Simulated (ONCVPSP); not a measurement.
## How hard is this Ba ONCV potential?

ONCVPSP 4.0.1 input, shortened (lines: element, Z, core and valence counts, functional; n l f; lmax; l rc ep ncon nbas qcut; lloc lpopt rc5 dvloc0; l nproj debl; icmod fcfact rcfact), PBEsol, fully relativistic:

```
  Ba 56.00    9    3  -116133      upf
    1    0    2.00
    2    0    2.00
    2    1    6.00
    3    0    2.00
    3    1    6.00
    3    2   10.00
    4    0    2.00
    4    1    6.00
    4    2   10.00
    5    0    2.00
    5    1    6.00
    6    0    2.00
    2
    0    2.30    0.00    4    7    3.90
    1    2.90    0.00    3    7    5.70
    2    2.90    0.09    4    8    3.70
    4    5    1.85    4.00
    0    2    2.00
    1    2    1.30
    2    1    3.30
    3    2.00    1.60
```

Open shells are filled in proportion to 2j + 1.

In the d channel the program set the typed energies aside and used 0.050 Ha (j = l + 1/2; the other j can differ).

Question: For each optimised wave give the share of its norm inside rc, the residual kinetic energy above qcut (Ha) and the cutoffs (Ha) for errors of 10, 1, 0.1 and 0.01 mHa per electron.

Answer:

```
               wave  norm inside rc  residual KE  10 mHa  1 mHa  0.1 mHa  0.01 mHa
                 5s           0.885      8.5e-04     5.2    7.5     21.2      26.6
                 6s           0.045      3.3e-04     3.2    6.5     11.0      24.6
           5p j=3/2           0.909      1.0e-08     3.1    7.4     10.3      12.3
p projector 2 j=3/2           0.152      8.9e-09     3.2    7.4     10.4      12.4
           5p j=1/2           0.931      9.0e-09     3.4    5.6      9.9      12.0
p projector 2 j=1/2           0.164      8.4e-09     3.4    5.9     10.2      12.2
d projector 1 j=5/2           0.086      3.8e-06     2.4    4.0      5.3       6.6
d projector 1 j=3/2           0.433      1.8e-05     3.4    4.8      6.0       7.9
```

The occupied waves need 7.5 Ha and 21 Ha for 1 and 0.1 mHa.
